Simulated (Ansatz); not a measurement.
Harmonic frequencies (cm⁻¹) at PBE0-D4/def2-TZVP from Ansatz: 101, 175, 210, 311, 528, 880.

(1) Which molecule is it?
A. `C#[C][Al]([F])[F]`
B. `[F][Al]([Br])[Br]`
C. `[F][Al]([F])[SeH]`
D. `[SH][AlH][Br]`

Answers

(1) B.
